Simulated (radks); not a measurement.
Task: Species: the barium ion Ba4+. Configuration: [Kr] 4d10 5s2 5p4 (the NIST ground configuration). Calculated with a radial shooting solver on a logarithmic mesh with Libxc functionals: scalar-relativistic Kohn-Sham, PBE, spin-polarised, spherical densities, finite nucleus; open shells are filled with parallel spins first (spin-orbit coupling, left out, can overturn this in heavy ions); Fermi nuclear charge, rms radius 4.8378 fm. Some entries of the table are withheld. Estimate them.

orbital  occ.  eigenvalue (Ry)  <1/r> (bohr^-1)
1s up       1        -2741.306            60.69
1s down     1        -2741.297            60.69
2s up       1        -435.7996            13.96
2s down     1        -435.7950            13.96
2p up       3        -391.1166            13.27
2p down     3        -391.1088            13.27
3s up       1        -94.32201            5.044
3s down     1        -94.31420            5.044
3p up       3        -79.99443            4.784
3p down     3        -79.98547            4.784
3d up       5        -59.18114            4.535
3d down     5        -59.17252            4.535
4s up       1        -20.85239            2.085
4s down     1        -20.83450            2.085
4p up       3        -16.22655            1.921
4p down     3        -16.20806            1.921
4d up       5         -9.50610            1.658
4d down     5         -9.48078            1.661
5s up       1         -5.22519           0.8368
5s down     1         -5.08515           0.8412
5p up       3              (1)           0.7344
5p down     1              (2)           0.7335
4f up       0         -2.64652            1.082
4f down     0         -2.57467            1.102
5d up       0         -2.44595           0.5635
5d down     0         -2.32611           0.5503
6s up       0         -2.05505              (3)
6s down     0         -1.99972              (4)
6p up       0         -1.68086           0.3552

Result: 
(1) 5p up eigenvalue (Ry): -4.03024
(2) 5p down eigenvalue (Ry): -3.88540
(3) 6s up <1/r> (bohr^-1): 0.4017
(4) 6s down <1/r> (bohr^-1): 0.3966
